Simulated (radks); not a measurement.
Spherical jellium clusters: N electrons in a uniform positive sphere of charge N and radius rs N^(1/3), rs = 2.05 bohr. Calculated with a radial shooting solver with Libxc functionals: non-relativistic Kohn-Sham, PBEsol, spin-polarised, spherical densities. Levels are named by radial order and angular momentum (1s, 1p, 1d, 2s, ...), and open shells are averaged over m.

N = 25, configuration 1s2 1p6 1d10 2s2 1f(up 5, down 0). This is the lowest configuration that the search found. Occupied and some empty levels:

| level | occupation | eigenvalue (eV) | <r> (bohr) |
|---|---|---|---|
| 1s up | 1 | -12.632 | 3.572 |
| 1s down | 1 | -12.389 | 3.437 |
| 1p up | 3 | -9.8738 | 4.393 |
| 1p down | 3 | -9.4158 | 4.290 |
| 1d up | 5 | -6.6516 | 5.034 |
| 1d down | 5 | -6.0421 | 4.969 |
| 2s up | 1 | -5.7289 | 4.530 |
| 2s down | 1 | -5.2922 | 4.551 |
| 1f up | 5 | -3.1426 | 5.708 |
| 1f down | 0 | -2.4491 | 5.705 |
| 2p up | 0 | -2.3613 | 6.106 |
| 2p down | 0 | -1.9189 | 6.201 |

Energy (eV): total -4.13017, kinetic 145.29, external -3275.1, Hartree 1581.0, exchange-correlation -157.71, background 1702.3.

Electron density:

| r (bohr) | n(r) (e/bohr^3) |
|---|---|
| 0.203 | 0.03441 |
| 0.969 | 0.03119 |
| 1.74 | 0.02685 |
| 2.50 | 0.02541 |
| 3.27 | 0.02713 |
| 4.03 | 0.02793 |
| 4.80 | 0.02368 |
| 5.56 | 0.01520 |
| 6.33 | 0.007372 |
| 7.10 | 0.002999 |
| 7.86 | 0.001119 |
| 8.63 | 0.0004026 |
| 9.39 | 0.0001448 |
| 10.2 | 0.00005267 |
